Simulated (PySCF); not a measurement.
Compound: BClH₆NP.
Z-matrix (Å and degrees, PBE0-D3(BJ)/def2-SVP geometry), rows numbered from 1:
```
N 
B   1  1.6245
P   2  1.9731  1  106.20
Cl  2  1.8544  1  103.37  3   124.88
H   1  1.0228  2  111.16  3    54.88
H   1  1.0232  2  110.61  3   -65.66
H   1  1.0225  2  110.07  3   175.99
H   2  1.2171  1  105.69  3  -117.08
H   3  1.4291  2   98.78  1    90.49
H   3  1.4232  2   96.26  1  -174.04
```

Method used: EOM-IP-CCSD/aug-cc-pVDZ in PySCF, restricted Hartree–Fock reference, 12 core orbitals frozen, non-relativistic, gas phase, PBE0-D3(BJ)/def2-SVP geometry.

Hartree–Fock orbital energies give these Koopmans values (eV): HOMO 9.02, HOMO-1 10.91, HOMO-2 11.58, HOMO-3 12.46, HOMO-4 12.90, HOMO-5 13.83, HOMO-6 15.16, HOMO-7 19.42.

**Question.** What vertical ionisation energies does EOM-IP-CCSD give?

**Answer.** 
| leading hole (HF orbital) | Koopmans (eV) | EOM-IP-CCSD (eV) | change (eV) | one-hole share |
| --- | --- | --- | --- | --- |
| HOMO | 9.02 | 8.58 | -0.44 | 0.96 |
| HOMO-1 | 10.91 | 10.16 | -0.75 | 0.95 |
| HOMO-2 | 11.58 | 10.71 | -0.87 | 0.95 |
| HOMO-3 | 12.46 | 11.53 | -0.93 | 0.95 |
| HOMO-4 | 12.90 | 12.04 | -0.86 | 0.95 |
| HOMO-5 | 13.83 | 12.90 | -0.93 | 0.94 |
| HOMO-6 | 15.16 | 13.89 | -1.27 | 0.94 |
| HOMO-7 | 19.42 | 17.40 | -2.02 | 0.88 |

**Question.** Does the order of the lines follow the orbital energies?

**Answer.** Yes, no two lines change places. The corrections run from -2.02 to -0.44 eV, with a mean of -1.01 eV over the 8 lines; no line lies above its Koopmans value. Koopmans values leave out both the relaxation of the orbitals and the change in correlation energy.

**Question.** At what kinetic energies would He I light (21.22 eV) eject these electrons?

**Answer.** 12.64 eV (HOMO), 11.06 eV (HOMO-1), 10.51 eV (HOMO-2), 9.69 eV (HOMO-3), 9.18 eV (HOMO-4), 8.32 eV (HOMO-5), 7.33 eV (HOMO-6), 3.82 eV (HOMO-7).

**Question.** What total energy has the lowest final state, and which wavelength reaches it?

**Answer.** E(CCSD) + ionisation energy = -883.57351 + 0.31520 = -883.25831 Eh, at the geometry of the initial state. The threshold wavelength is 1239.84 eV nm/8.58 eV = 144.5 nm.

One root was sought for each valence orbital with −ε under 21 eV, eight at most, so deeper holes and satellites are missing; no vibrational structure.

One conformer stands for the species.
